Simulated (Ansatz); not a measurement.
H2I2Ti (SMILES [I][TiH2][I]) moved off its minimum; all values from Ansatz (a first-principles code), cores frozen in correlated methods. Elements past Kr take the def2 small-core potentials, without spin–orbit coupling.
(charge 0, multiplicity 1)
```xyz
5

Ti    -0.82514    -0.29932    -0.37657
I      1.04043     0.62433    -1.76734
I     -0.65334    -0.49650     2.01734
H     -1.16846    -1.81587    -1.02242
H     -2.18494     0.72781    -0.85974
```

Forces at wB97M-V/def2-TZVPP (eV/Å):

```tsv
atom	Fx	Fy	Fz
Ti1	-1.105	0.547	-2.261
I2	0.227	0.060	-0.095
I3	0.080	-0.151	1.756
H4	0.052	0.171	0.171
H5	0.745	-0.627	0.429
```

Problem. Give the forces (eV/Å), the total energy and the dipole at CCSD(T)/def2-TZVPPD.

Solution. 
| atom | Fx | Fy | Fz |
|---|---|---|---|
| Ti1 | -0.957 | 0.644 | -2.216 |
| I2 | 0.502 | 0.198 | -0.313 |
| I3 | 0.105 | -0.193 | 2.247 |
| H4 | -0.040 | -0.309 | -0.027 |
| H5 | 0.390 | -0.340 | 0.309 |
Energy -1443.4475 hartree, dipole 1.12 D.

Doubts at one or more of the structures used: a restricted determinant that unrestricted orbitals would lower (CCSD(T)/def2-TZVPPD).
